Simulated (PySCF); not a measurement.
## Variants of one PySCF input: LiGa

Base input, run as `python input.py` with PySCF 2.14:

```python
from pyscf import gto, dft

mol = gto.M(
    atom='Li 0 0 0; Ga 0 0 2.365',
    basis='ano-rcc-vdzp',
    charge=0,
    spin=0,
    verbose=4,
)
mf = dft.UKS(mol, xc='b3lyp')
mf = mf.sfx2c1e()
mf = mf.density_fit(auxbasis='def2-universal-jkfit')
mf.kernel()
g = mf.nuc_grad_method()
g.grid_response = True
g.kernel()
mf.dip_moment()
print('orbital energies (hartree):', [e[max(0, n-3):n+3].round(4) for e, n in zip(mf.mo_energy, mol.nelec)])
```

Base result: E(SCF) = -1951.398266 Eh, 8 cycles, μz(SCF) = -1.80 D, gradient on the second atom -0.0370 Eh/bohr. The bond length is a typed value, not an optimised one. No search for the lowest solution was made.

Wall time 3.9 s on one thread of a shared host.

Each row names what differs from the base; energies in brackets are changes from the base.

| change | result |
| --- | --- |
| basis set: ano-rcc-vdzp → def2-tzv2p [unsound on purpose] | stops with BasisNotFoundError (def2-tzv2p) |
| step after the SCF: gradient → optimize | E(SCF) = -1951.398266 Eh (+0.0000 eV), 8 cycles, all at the start geometry; optimised bond 2.916 Å with E = -1951.413717 Eh after 7 steps |
| integration grid: default → 5 | E(SCF) = -1951.398242 Eh (+0.0007 eV), 8 cycles, μz(SCF) = -1.80 D, gradient on the second atom -0.0370 Eh/bohr |
| spin (2S): 0 → 2 [a high spin state] | E(SCF) = -1951.400719 Eh (-0.0668 eV), 9 cycles, ⟨S²⟩ = 2.001, μz(SCF) = -3.05 D, gradient on the second atom -0.0167 Eh/bohr |
| electric field along z (a.u.): none → 0.05; step after the SCF: gradient → analyze [may be another electronic state] | E(SCF) = -1951.629027 Eh (-6.2793 eV), 9 cycles, μz(SCF) = 24.72 D |
| initial guess: minao → 1e | E(SCF) = -1951.398266 Eh (+0.0000 eV), 16 cycles, μz(SCF) = -1.80 D, gradient on the second atom -0.0370 Eh/bohr |
| functional: b3lyp → pw91 | E(SCF) = -1951.503352 Eh, 10 cycles, μz(SCF) = -1.42 D, gradient on the second atom -0.0367 Eh/bohr |
| geometry: bond 2.365 → bond 2.436 | E(SCF) = -1951.402710 Eh (-0.1209 eV), 8 cycles, μz(SCF) = -1.78 D, gradient on the second atom -0.0294 Eh/bohr |
| functional: b3lyp → pw6b95 | E(SCF) = -1952.337454 Eh, 8 cycles, μz(SCF) = -1.79 D, gradient on the second atom -0.0374 Eh/bohr |
| cycle limit: 50 → 5 | not converged: SCF after 5 cycles |
| basis set: ano-rcc-vdzp → jorge-dzp; spin-free X2C: on → off | E(SCF) = -1932.301856 Eh, 11 cycles, μz(SCF) = -1.88 D, gradient on the second atom -0.0329 Eh/bohr |
| functional: b3lyp → wb97 | E(SCF) = -1951.498725 Eh, 9 cycles, μz(SCF) = -3.25 D, gradient on the second atom -0.0390 Eh/bohr |
| electric field along z (a.u.): none → 0.005; step after the SCF: gradient → analyze | E(SCF) = -1951.397241 Eh (+0.0279 eV), 9 cycles, μz(SCF) = 0.78 D |
| step after the SCF: gradient → mp2; SCF type: UKS → UHF; functional: b3lyp → none (Hartree–Fock); frozen orbitals: default → 9 | E(SCF) = -1949.597653 Eh, 8 cycles, E(MP2) − E(SCF) = -0.26583 Eh, μz(SCF) = -3.28 D |
| integration grid: default → (99, 590) | E(SCF) = -1951.398234 Eh (+0.0009 eV), 8 cycles, μz(SCF) = -1.80 D, gradient on the second atom -0.0370 Eh/bohr |

Order these changes by how far they move the SCF energy from the base, largest first: (1) electric field along z (a.u.): none → 0.005; step after the SCF: gradient → analyze; (2) electric field along z (a.u.): none → 0.05; step after the SCF: gradient → analyze; (3) geometry: bond 2.365 → bond 2.436; (4) integration grid: default → (99, 590).

(2) -6.2793 eV, (3) -0.1209 eV, (1) +0.0279 eV, (4) +0.0009 eV.
